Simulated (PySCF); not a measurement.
# How methods differ on the ionisation energy of Zn²⁴⁺

Zn²⁴⁺ [He] 2s2 2p2 (3P) → Zn²⁵⁺ [He] 2s2 2p1 (2P), as a difference of total energies. Computed with PySCF 2.14 in an uncontracted even-tempered set (17 s from 6 bohr⁻², ratio 2.2; 11 p from 7.8 bohr⁻², ratio 2.2; 6 d from 33 bohr⁻², ratio 2.4; 5 f from 49 bohr⁻², ratio 2.4; 4 g from 73 bohr⁻², ratio 2.4), with the non-relativistic Hamiltonian (point nucleus). Correlated levels: nothing frozen; virtual orbitals above 40 to 60 times the deepest correlated orbital energy dropped. The calculations carry no spin-orbit coupling.

```csv
method,ionisation energy (eV)
UHF,2341.4
LDA,2339.7
PBE,2341.0
r2SCAN,2343.2
PBEsol,2339.9
MP2 (all electrons),2341.0
SCS-MP2 (all electrons),2340.6
```

Problem. Estimate what PBE0 gives.

Solution. 2341.4 eV, closest to UHF among the rows shown.

Problem. Estimate what r2SCANh gives.

Solution. 2343.1 eV, closest to r2SCAN among the rows shown.

A first-order spin-orbit estimate (lowest level to lowest level, LS coupling) adds -0.543 eV.

These non-relativistic numbers lack the scalar-relativistic shift.

For comparison: 2358 ± 1.6 eV (semi-empirical (NIST evaluation); NIST Atomic Spectra Database, ionization energies).
